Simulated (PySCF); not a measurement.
Isomers of C2H13NOSi3. Level of theory: PBE0-D3(BJ)/def2-SVP geometry optimisation, gas phase (PySCF 2.14.0). Energies are electronic, without zero-point or thermal terms, for one conformer each. No frequencies were run at this level. Point groups hold within 0.08 Å.

Question: Order them by energy at this level, lowest first, and give relative energies in kJ/mol.
A. `[CH3:1][CH2:2][SiH2:3][O:4][SiH2:5][SiH2:6][NH2:7]` with C1–C2–Si3–O4 179°, C2–Si3–O4–Si5 33°, Si3–O4–Si5–Si6 53°, O4–Si5–Si6–N7 -32°, Si5–Si6–N7–H -157° and 66°
B. `[CH3:1][NH:2][SiH2:3][CH2:4][SiH2:5][O:6][SiH3:7]` with C1–N2–Si3–C4 -67°, N2–Si3–C4–Si5 -39°, Si3–C4–Si5–O6 -168°, C4–Si5–O6–Si7 94°

Answer: A (0.0), B (14.4).

As drawn, the lower has an Si–Si bond, which the higher lacks.

```json
{"SMILES": "CC[SiH2]O[SiH2][SiH2]N", "E (Eh)": "-1081.56073", "E rel (kJ/mol)": "0.0", "dipole (D)": "1.92", "point group": "C1", "A, B, C (MHz)": "1947, 832.4, 667.3"}
{"SMILES": "CN[SiH2]C[SiH2]O[SiH3]", "E (Eh)": "-1081.55523", "E rel (kJ/mol)": "14.4", "dipole (D)": "1.30", "point group": "C1", "A, B, C (MHz)": "3610, 535.6, 494.4"}
```
